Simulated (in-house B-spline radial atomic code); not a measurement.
## BP86 excitations of Ar VII (Ar6+)

Method: BP86. Computed with an all-electron radial atomic-structure program (B-spline basis): linear response of the closed shell [Ne] 3s2 with the functional's adiabatic kernel; non-relativistic, point nucleus, no spin-orbit coupling, no double excitations, S, P, D and F terms only.

Command:
```bash
python run_td.py task.json out
```
Settings (radii: box in bohr, nucleus in fm):
```
Z                        18
electrons                12
configuration            [Ne] 3s2
hamiltonian              nr
method                   b88,p86
box_radius               14.35
intervals                51
```

Time taken, with all properties: 0.3 s on 1 thread of Arm Neoverse N1, on a shared host.

The lowest states, in the order of their Tamm-Dancoff energies; the method's threshold (minus the highest occupied level) is 115.83 eV. Labels give the largest channel, * marks a mixed state, and oscillator strengths are full-response dipole values. Semilocal kernels can invert the small singlet-triplet splittings of Rydberg terms. Energies in eV:

| state | full response | Tamm-Dancoff | oscillator strength |
| --- | --- | --- | --- |
| 3s → 3p 3P | ? | ? | - |
| 3s → 3p 1P | 20.874 | 21.617 | 1.15 |
| 3s → 3d 3D | 37.05 | 37.21 | - |
| 3s → 3d 1D | ? | ? | - |
| 3s → 4s 3S | 63.40 | 63.41 | - |
| 3s → 4s 1S | 64.60 | 64.63 | - |
| 3s → 4p 3P | 69.17 | 69.18 | - |
| 3s → 4p 1P | 69.45 | 69.48 | 0.202 |
| 3s → 4d 3D | 77.20 | 77.21 | - |
| 3s → 4d 1D | 77.26 | 77.26 | - |
| 3s → 4f 3F | 79.60 | 79.64 | - |
| 3s → 4f 1F | 79.90 | 79.91 | - |
| 3s → 5s 3S | 86.21 | 86.21 | - |
| 3s → 5s 1S | 86.53 | 86.54 | - |
| 3s → 5p 3P | 88.82 | 88.82 | - |
| 3s → 5p 1P | 88.85 | 88.86 | 0.0742 |
| 3s → 5d 1D | 92.47 | 92.47 | - |
| 3s → 5d 3D | 92.51 | 92.51 | - |

Where does 3s → 3p 3P lie?

At 13.184 eV in full response, 13.541 eV in Tamm-Dancoff.

Where does 3s → 3d 1D lie?

At 40.48 eV in full response, 40.49 eV in Tamm-Dancoff.

How large is the singlet-triplet splitting of 3s → 3p (P terms) in Tamm-Dancoff?

8.08 eV, from the unrounded values.

What polarisabilities and dispersion coefficient does the method give?

Dipole 2.04 bohr³, quadrupole 1.791 bohr⁵, C6 2.578 hartree·bohr⁶ for two such species.
